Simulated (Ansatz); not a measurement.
## Worked example: GeH2F2 → GeF2 + H2

Species: GeH2F2 (difluorogermane) `[F][GeH2][F]`, singlet; GeF2 `[F][Ge][F]`, singlet; H2 (hydrogen), singlet. 

Shapes, held fixed at every level: PBE0-D4/def2-TZVP. Programs: Ansatz 0.2.0. The zero-point and thermal change to 298 K, harmonic and unscaled (PBE0-D4/def2-TZVP), is -10.3 kJ/mol.

At CCSD(T)/def2-TZVPP; 1 Eh = 2625.50 kJ/mol:

| species | energy (Eh) |
| --- | --- |
| GeH2F2 | -2276.361072 |
| GeF2 | -2275.164401 |
| H2 | -1.172332 |

Question: Work out ΔH(298 K) of the reaction at this level.

Answer: 
1. Products less reactants: (-2275.164401) + (-1.172332) − [(-2276.361072)] = 0.024339 Eh = +63.9 kJ/mol.
2. With the thermal change: +63.9 + (-10.3) = +53.6 kJ/mol.

Other levels give +32.5 (B2PLYP/def2-TZVPP) to +75.2 kJ/mol (HF/def2-SVP). No measured value is set beside it here. Relativity is left out for Ge unless named. Correlated rows may include outer-core shells of Ge, which these sets cover unevenly.
